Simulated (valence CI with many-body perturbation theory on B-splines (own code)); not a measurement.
# Pd XXXII: key properties

Calculated by configuration interaction combined with many-body perturbation theory (CI+MBPT): five valence electrons over a frozen Dirac-Fock core [Ne], a basis of 9 s, 9 p, 8 d, 6 f, 3 g, 1 h functions for each j, with the one-electron correlation potential Σ1 (screened to all orders), the two-electron term Σ2, the three-electron term Σ3, Breit, model QED; selected single and double excitations, second order for the rest, scaled by the run's own slope (own B-spline code, finite nucleus).

No measured spectrum was set against this ion. As an estimate, large intervals hold to a few tenths of a per cent, small ones and those within an open d or f shell to about a per cent. Among the levels kept, up to 1700 cm⁻¹ of a level comes from second order outside the variational space, and about a tenth of that is noise between levels of different J, which matters for small intervals.

Levels are named by their leading jj configuration (3d3/2^4 stands for four electrons in 3d with j = 3/2), which in mixed levels can hold well under half, so a name can repeat and another be missing.

Rates and lifetimes use the calculated energies. Strong lines usually hold to 10 to 20 %, long lifetimes can be off by a factor of two.

Q: What is the ground level?

A: (3s^2 3p1/2^2 3p3/2) J=3/2, composition 38 % 3s2 3p3 2P° + 38 % 3s2 3p3 4S° + 21 % 3s2 3p3 2D°, g = 1.474.

Q: Name the longest-lived excited levels whose lifetime is computed, and their main decay.

A: (3s^2 3p1/2 3p3/2^2) J=5/2 at 302850 cm⁻¹ lives 15.1 μs, mostly by M1 to (3s^2 3p1/2^2 3p3/2) J=3/2; (3s^2 3p1/2 3p3/2^2) J=3/2 at 250830 cm⁻¹ lives 2.93 μs, mostly by M1 to (3s^2 3p1/2^2 3p3/2) J=3/2; (3s^2 3p1/2 3p3/2^2) J=1/2 at 367980 cm⁻¹ lives 2.82 μs, mostly by M1 to (3s^2 3p1/2^2 3p3/2) J=3/2. The lifetime of (3s^2 3p1/2 3p3/2 3d5/2) J=9/2 is too uncertain to give, and may be longer.

Q: Among levels below 1688100 cm⁻¹, which E1 lines absorb most strongly from the ground level?

A: to (3s^2 3p1/2 3p3/2 3d3/2) J=3/2 at 6.986 nm, f = 0.267; to (3s^2 3p1/2 3p3/2 3d3/2) J=5/2 at 6.925 nm, f = 0.193; to (3s^2 3p1/2 3p3/2 3d5/2) J=5/2 at 7.247 nm, f = 0.108.

Q: What is the ionisation energy?

A: 1854.3 eV; NIST lists 1869 ± 7 eV (semi-empirical).

Q: Where does the other parity begin?

A: At (3s 3p1/2^2 3p3/2^2) J=5/2, 900620 cm⁻¹.

Q: How well does LS coupling describe the low levels?

A: Among the lowest 20 levels the leading LS term, summed over configurations, holds 53 % on average. For single configurations the figures are 48 % in LS and 74 % in jj coupling. Terms mix most in the J = 3/2 level at 962540 cm⁻¹, where the leading one holds 33 %.

Q: What are the static dipole polarisabilities of the lowest levels?

A: (3s^2 3p1/2^2 3p3/2) J=3/2 0.0264 (tensor 0.0018); (3s^2 3p1/2 3p3/2^2) J=3/2 0.0282 (tensor 0.00084); (3s^2 3p1/2 3p3/2^2) J=5/2 0.0281; (3s^2 3p1/2 3p3/2^2) J=1/2 0.0278 bohr³, of which the core gives 0.000391.
